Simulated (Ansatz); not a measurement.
The cluster Si4⁺. Charge 1, multiplicity 2. Geometry r2SCAN-D4/def2-TZVP, that of the neutral singlet.

Cartesian coordinates in Å:
```
Si -0.420 -0.699 1.805
Si 0.421 0.696 -1.806
Si 1.144 0.133 0.318
Si -1.145 -0.130 -0.317
```

The structure comes from a short search, and lower isomers may exist.

(1) Estimate the α-spin orbital energies around the gap (eV) in Ansatz with PBE-D4/def2-TZVP, r2SCAN-D4/def2-TZVP, B97M-V/def2-TZVP, PBE0-D4/def2-TZVP, ωB97X-V/def2-TZVP.

Results:

(1) 
| orbital | PBE-D4/def2-TZVP | r2SCAN-D4/def2-TZVP | B97M-V/def2-TZVP | PBE0-D4/def2-TZVP | ωB97X-V/def2-TZVP |
| --- | --- | --- | --- | --- | --- |
| HOMO−9 | -99.60 | -101.79 | -102.74 | -105.07 | -106.92 |
| HOMO−8 | -99.59 | -101.77 | -102.73 | -105.05 | -106.91 |
| HOMO−7 | -20.59 | -21.27 | -21.33 | -22.57 | -25.63 |
| HOMO−6 | -17.70 | -18.20 | -18.22 | -19.34 | -22.11 |
| HOMO−5 | -15.18 | -15.52 | -15.55 | -16.56 | -19.18 |
| HOMO−4 | -14.08 | -14.39 | -14.33 | -15.33 | -17.67 |
| HOMO−3 | -11.86 | -12.07 | -11.88 | -12.57 | -14.53 |
| HOMO−2 | -11.65 | -11.88 | -11.85 | -12.55 | -14.42 |
| HOMO−1 | -11.39 | -11.72 | -11.58 | -12.42 | -14.37 |
| HOMO | -10.61 | -10.77 | -10.77 | -11.44 | -13.35 |
| LUMO | -9.67 | -9.65 | -9.50 | -8.98 | -7.04 |
| LUMO+1 | -8.01 | -7.93 | -7.91 | -7.36 | -5.53 |
| LUMO+2 | -7.84 | -7.75 | -7.58 | -7.03 | -5.00 |
| LUMO+3 | -7.06 | -6.89 | -6.78 | -6.13 | -3.86 |
| LUMO+4 | -5.86 | -5.61 | -5.47 | -5.05 | -2.97 |
| LUMO+5 | -5.04 | -4.66 | -4.72 | -4.25 | -2.33 |
| β HOMO | -10.57 | -10.72 | -10.72 | -11.39 | -13.31 |
| β LUMO | -10.48 | -10.37 | -10.46 | -9.83 | -8.19 |
